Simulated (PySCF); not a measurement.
First SCF of a structure search on doublet RhN₂, at a hand-made end-on geometry. PySCF input:

```python
from pyscf import gto, scf, dft
mol = gto.M(atom='''
Rh     0.000000     0.000000     0.000000
N      0.000000     0.000000     2.018800
N      1.044000     0.000000     2.618800''',
    basis={'Rh': 'def2-TZVP', 'N': 'def2-TZVP'},
    ecp={'Rh': 'def2-TZVP'},
    charge=0, spin=1)
mf = dft.UKS(mol, xc='PBE')
mf.grids.atom_grid = (50, 194)
aux = {'Rh': 'def2-universal-JKFIT', 'N': 'def2-universal-JKFIT'}
mf = mf.density_fit(auxbasis=aux)
mf.conv_tol = 1e-08
mf.diis_space = 10
mf.max_cycle = 60
mf.init_guess = 'minao'
mf.verbose = 4
mf.kernel()
```

Excerpt of the output (cycles alone):

```
init E= -211.734359980411
cycle= 1 E= -217.242894770931  delta_E= -5.51  |g|= 2.38  |ddm|= 3.07
cycle= 2 E= -191.764533618235  delta_E= 25.5  |g|= 5.69  |ddm|= 32.1
cycle= 3 E= -218.948342035356  delta_E= -27.2  |g|= 1.46  |ddm|= 31.9
cycle= 4 E= -214.543813258229  delta_E=  4.4  |g|= 2.59  |ddm|= 2.54
cycle= 5 E= -219.83445722242  delta_E= -5.29  |g|= 0.478  |ddm|= 1.83
cycle= 6 E= -219.870901423712  delta_E= -0.0364  |g|= 0.498  |ddm|= 0.705
cycle= 7 E= -219.950506882981  delta_E= -0.0796  |g|= 0.256  |ddm|= 0.353
cycle= 8 E= -219.975699324906  delta_E= -0.0252  |g|= 0.0576  |ddm|= 0.207
cycle= 9 E= -219.977172623652  delta_E= -0.00147  |g|= 0.0147  |ddm|= 0.0908
cycle= 10 E= -219.977243294883  delta_E= -7.07e-05  |g|= 0.0114  |ddm|= 0.0245
cycle= 11 E= -219.977316410603  delta_E= -7.31e-05  |g|= 0.00612  |ddm|= 0.0253
cycle= 12 E= -219.977341448231  delta_E= -2.5e-05  |g|= 0.00133  |ddm|= 0.0155
cycle= 13 E= -219.977342726044  delta_E= -1.28e-06  |g|= 0.000603  |ddm|= 0.00324
cycle= 14 E= -219.977343115828  delta_E= -3.9e-07  |g|= 0.000407  |ddm|= 0.00197
cycle= 15 E= -219.977343339367  delta_E= -2.24e-07  |g|= 0.000297  |ddm|= 0.00215
cycle= 16 E= -219.977343428836  delta_E= -8.95e-08  |g|= 0.000196  |ddm|= 0.00133
cycle= 17 E= -219.977343463597  delta_E= -3.48e-08  |g|= 0.000124  |ddm|= 0.000864
cycle= 18 E= -219.977343481503  delta_E= -1.79e-08  |g|= 3.45e-05  |ddm|= 0.000924
cycle= 19 E= -219.977343482628  delta_E= -1.13e-09  |g|= 1.54e-05  |ddm|= 0.000277
Extra cycle  E= -219.977343481711  delta_E= 9.17e-10  |g|= 4.75e-05  |ddm|= 4.69e-05
converged SCF energy = -219.977343481711  <S^2> = 0.78813648  2S+1 = 2.0377797
```

This is not the lowest solution: another start and a stability analysis within the same unrestricted form found one 0.2 kJ/mol lower, at -219.97743 Eh.

With open d or f shells other occupations or spin states may lie lower.

The search for the lowest solution, 3 starts and the stability check together, took 17 s on 2 threads of a shared Arm Neoverse V2 host, with 102 basis functions; the process peaked at 0.38 GiB.
